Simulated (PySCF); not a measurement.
A structure optimised at r2SCAN-D4/def2-SVP, used in a PySCF frequency run:

```
C
H 1 1.1002
H 1 1.1029 2 107.17
C 1 1.5332 2 113.74 3 121.22
H 4 1.1004 1 115.07 2 -86.79
H 4 1.1063 5 106.81 1 -124.56
C 4 1.5343 5 111.08 6 -116.89
O 7 1.2254 4 126.09 5 39.37
C 7 1.4520 8 126.72 4 -178.06
H 9 1.0933 7 122.71 8 1.99
C 9 1.4849 10 126.00 7 -175.89
H 11 1.1041 9 113.49 10 -42.61
H 11 1.1118 12 105.27 9 -120.07
```
Charge 0, spin multiplicity 2.

Q: Write its SMILES and formula.

A: O=C1[CH]CCC1, C₅H₇O

Q: What are its rotational constants (standard atomic weights)?

A: 7.0940, 3.3732, 2.4229 GHz
